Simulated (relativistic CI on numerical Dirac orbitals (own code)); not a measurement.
# Transition arrays of Cd²⁴⁺

These numbers are calculated, not measured: Dirac-Coulomb-Breit CI, separate exchange-only KLI orbitals for each configuration, a model potential for QED, valence Slater integrals scaled by 0.9, whole transition arrays (own radial code, finite nucleus).

CI space (outside the closed core [Ne] 3s2): 3p⁶3d⁶, 3p⁶3d⁵4f, 3p⁵3d⁷, 3p⁶3d⁵4p, 3p⁶3d⁵5f. Levels of other configurations are missing.

All E1 lines from the levels of 3p⁶3d⁶; mean and standard deviation are weighted by gf, and upper levels are sorted by their leading configuration.

```
Upper configuration  Lines    Σgf  Mean (eV)  Mean (nm)  σ (eV)  Strongest line (nm)
           3p⁶3d⁵4f   5470  897.0     699.46      1.773    7.11                1.754
             3p⁵3d⁷   1718  152.8     218.59      5.672   19.12                5.083
           3p⁶3d⁵4p   3245   53.2     548.83      2.259    6.76                2.264
           3p⁶3d⁵5f   5470  305.5     895.56      1.384    7.81                1.381
```

Σgf per state of the lower configuration in bins of 0.2 nm over the central range (centre: value): 1.3: 1.29, 1.5: 0.17, 1.7: 3.87, 1.9: 0.40, 2.3: 0.25, 5.1: 0.12, 5.3: 0.14, 5.5: 0.10, 5.7: 0.05, 5.9: 0.06, 6.1: 0.08.

Q: How do configuration mixing and the scaling of the Slater integrals move the arrays?

A: Slater scale 0.9, no configuration mixing: 3p⁶3d⁵4f 699.8 ± 7.2 eV (Σgf 915.6), 3p⁵3d⁷ 219.1 ± 19.2 eV (Σgf 164.8), 3p⁶3d⁵4p 549.0 ± 6.7 eV (Σgf 49.6), 3p⁶3d⁵5f 895.1 ± 7.8 eV (Σgf 240.3); Slater scale 1: 3p⁶3d⁵4f 700.8 ± 7.7 eV (Σgf 901.0), 3p⁵3d⁷ 220.0 ± 20.0 eV (Σgf 152.4), 3p⁶3d⁵4p 549.0 ± 7.4 eV (Σgf 53.7), 3p⁶3d⁵5f 896.1 ± 8.5 eV (Σgf 307.2); Slater scale 0.8: 3p⁶3d⁵4f 698.2 ± 6.6 eV (Σgf 892.9), 3p⁵3d⁷ 217.1 ± 18.3 eV (Σgf 153.1), 3p⁶3d⁵4p 548.7 ± 6.2 eV (Σgf 52.8), 3p⁶3d⁵5f 895.0 ± 7.2 eV (Σgf 303.8). With mixing, levels are counted to their leading configuration, so an array can shrink or vanish into another, and the sums then hold other lines.
